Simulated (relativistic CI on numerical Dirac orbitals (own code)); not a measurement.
# Pd III: calculation against measurement

Calculated at this level of theory: Dirac-Coulomb-Breit CI, separate exchange-only KLI orbitals for each configuration, a model potential for QED, valence Slater integrals scaled by 0.85, P86 correlation estimate, and configurations built on the next ion tied to the tabulated ionisation energy (semi-empirical) (own radial code, finite nucleus).

Configuration list (outside the closed core [Kr]): 4d8, 4d7.5s, 4d7.5p, 4d7.5d, 4d7.6s, 4d7.4f, 4d7.5f, 4d6.5s2, 4d7.6p, 4d6.5s.5p, 4d6.4f2, 4d7.6d, 4d7.5g, 4d7.6f, 4d7.6g, 4d6.5p2, 4d6.5s.6s, 4d6.4f.5s. Levels of other configurations are missing.

| Configuration | Term (tabulated) | J | Measured (cm⁻¹) | Computed | Error | Purity (%) |
| --- | --- | --- | --- | --- | --- | --- |
| 4d8 | a 3F | 4 | 0.0 | 0 | 0 | 99 |
| 4d8 | a 3F | 3 | 3229.7 | 3030 | -200 | 99 |
| 4d8 | a 3F | 2 | 4687.3 | 4532 | -155 | 91 |
| 4d8 | a 3P | 1 | 13470.3 | 14474 | 1003 | 99 |
| 4d8 | a 3P | 0 | 13699.1 | 14718 | 1019 | 97 |
| 4d8 | a 1G | 4 | 17880.4 | 18337 | 457 | 99 |
| 4d7.5s | a 5F | 5 | 52915.9 | 59669 | 6753 | 98 |
| 4d7.5s | a 5F | 4 | 55088.8 | 61759 | 6670 | 97 |
| 4d7.5s | a 5F | 3 | 56741.5 | 63343 | 6602 | 98 |
| 4d7.5s | a 5F | 2 | 57845.0 | 64412 | 6567 | 98 |
| 4d7.5s | a 5F | 1 | 58527.3 | 65076 | 6549 | 97 |
| 4d7.5s | b 3F | 4 | 62560.9 | 69742 | 7181 | 93 |
| 4d7.5s | b 3F | 3 | 65255.4 | 72448 | 7192 | 92 |
| 4d7.5s | a 5P | 3 | 65708.0 | 73688 | 7980 | 95 |
| 4d7.5s | a 5P | 2 | 65788.3 | 73828 | 8040 | 62 |
| 4d7.5s | b 3F | 2 | 67079.4 | 74217 | 7138 | 71 |
| 4d7.5s | a 5P | 1 | 67151.4 | 75197 | 8045 | 90 |
| 4d7.5s | a 3G | 5 | 69985.8 | 76646 | 6660 | 87 |
| 4d7.5s | a 3G | 4 | 71047.2 | 77709 | 6661 | 78 |
| 4d7.5s | b 3P | 2 | 72745.0 | 80625 | 7880 | 64 |
| 4d7.5s | a 3G | 3 | 72786.1 | 79324 | 6538 | 97 |
| 4d7.5s | b 3P | 0 | 74281.2 | 82459 | 8177 | 99 |
| 4d7.5s | a 3H | 6 | 74673.3 | 81389 | 6716 | 100 |
| 4d7.5s | c 3P | 2 | 75455.0 | 83711 | 8256 | 87 |
| 4d7.5s | a 3H | 5 | 75967.6 | 82647 | 6679 | 86 |
| 4d7.5s | c 3P | 1 | 76055.8 | 84093 | 8037 | 80 |
| 4d7.5s | a 3D | 3 | 76231.4 | 83316 | 7084 | 95 |
| 4d7.5s | a 3D | 2 | 78169.8 | 85424 | 7254 | 60 |
| 4d7.5s | a 1H | 5 | 80805.1 | 87675 | 6870 | 90 |
| 4d7.5s | a 1P | 1 | 82620.3 | 90416 | 7796 | 56 |
| 4d7.5s | b 1D | 2 | 83204.3 | 90531 | 7327 | 70 |
| 4d7.5s | c 3F | 2 | 85420.7 | 93812 | 8391 | 97 |
| 4d7.5s | c 3F | 3 | 85830.4 | 94210 | 8380 | 95 |
| 4d7.5s | c 3F | 4 | 86795.2 | 95091 | 8295 | 98 |
| 4d7.5s | a 1F | 3 | 90684.3 | 99167 | 8483 | 95 |
| 4d7.5s | b 3D | 2 | 103549.6 | 111839 | 8290 | 96 |
| 4d7.5s | b 3D | 3 | 104419.1 | 112790 | 8371 | 97 |
| 4d7.5p | z 5F° | 5 | 105145.4 | 110009 | 4864 | 78 |
| 4d7.5p | z 5D° | 4 | 108115.7 | 109364 | 1248 | 56 |
| 4d7.5p | z 5F° | 2 | 108641.7 | 113358 | 4716 | 65 |
| 4d7.5p | z 5G° | 6 | 109015.4 | 113697 | 4682 | 97 |
| 4d7.5p | z 5F° | 1 | 109780.1 | 114455 | 4675 | 78 |
| 4d7.5p | z 5D° | 2 | 110941.0 | 115691 | 4750 | 60 |
| 4d7.5p | z 5G° | 3 | 111631.2 | 116368 | 4737 | 58 |
| 4d7.5p | z 5D° | 1 | 111709.4 | 116428 | 4718 | 81 |
| 4d7.5p | z 5G° | 2 | 111802.9 | 116642 | 4839 | 68 |
| 4d7.5p | z 5D° | 0 | 111847.2 | 116605 | 4757 | 95 |
| 4d7.5p | z 5S° | 2 | 112328.6 | 118270 | 5941 | 91 |
| 4d7.5p | z 3F° | 4 | 112449.3 | 117412 | 4963 | 73 |
| 4d7.5p | z 3G° | 4 | 114886.6 | 119771 | 4884 | 75 |
| 4d7.5p | z 3F° | 2 | 115738.0 | 120713 | 4975 | 63 |
| 4d7.5p | z 3G° | 3 | 116518.9 | 121461 | 4943 | 61 |
| 4d7.5p | z 3D° | 2 | 116790.3 | 121997 | 5207 | 57 |
| 4d7.5p | z 3D° | 1 | 117566.6 | 122874 | 5307 | 81 |
| 4d7.5p | y 5D° | 0 | 121652.6 | 127331 | 5679 | 73 |

Measured levels from Moore, Atomic Energy Levels, vol. III, NSRDS-NBS 35 (1971 reprint of NBS Circular 467, 1958); pairs were made by configuration, J and term (by order where the table uses no LS term), so strongly mixed levels may be paired wrongly. The analysis dates from before 1960.

Mean error by configuration (cm⁻¹): 4d8 425; 4d7.5s 7447; 4d7.5p 4771. Over the excited levels the mean absolute error is 5918 cm⁻¹ (54 of the 69 excited levels that our extract of the source holds in range could be paired, and the others can miss by more), and the median relative error of those above 1,000 cm⁻¹ is 8.8 %. Some levels of the ground configuration have no partner.
